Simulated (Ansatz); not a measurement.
Au2F2, relaxed as a quintet with UKS PBE0-D4/def2-TZVP in Ansatz, starting from the PBE0-D4/def2-TZVP geometry of the neutral singlet. Force threshold 0.02 eV/Å.

In the def2 sets Au takes a core potential; there is no spin–orbit coupling. The relaxation made no stability test and no search for a lower SCF solution. At PBE0-D4/def2-TZVP a singlet of charge 0 lies 4.22 eV below the quintet, each at its own geometry. The structure comes from a short search, and lower isomers may exist.

Start:

Cartesian coordinates in Å:
```
Au -0.8124 0.0319 1.7289
Au 0.2642 -0.0104 -0.5623
F -1.4597 -0.0321 -1.3975
F 2.0078 0.0106 0.2309
```

Question: Estimate the energy that the relaxation releases and the steps that it takes.

Answer: 262.1 kJ/mol, in 12 steps; 42 s on 4 threads of Arm Neoverse V2 on a shared host. No frequencies were taken in this run, so the end may be a saddle point.

Question: Does the start keep its bonding and symmetry?

Answer: Bonds formed: Au1–F3, Au1–F4 (atoms count from 1). Metal–metal contacts that move far: Au1–Au2 2.53 to 3.33 Å. Point group C2v at the start, D2h at the end, both within 0.05 Å.

Question: Predict the relaxed structure.

Answer: 
```xyz
4

Au   -0.714    0.028    1.501
Au    0.714   -0.028   -1.502
F    -1.237   -0.015   -0.587
F     1.237    0.015    0.587
```
Bond lengths (bridged metal pairs left out): 4 × Au–F 2.15 Å.
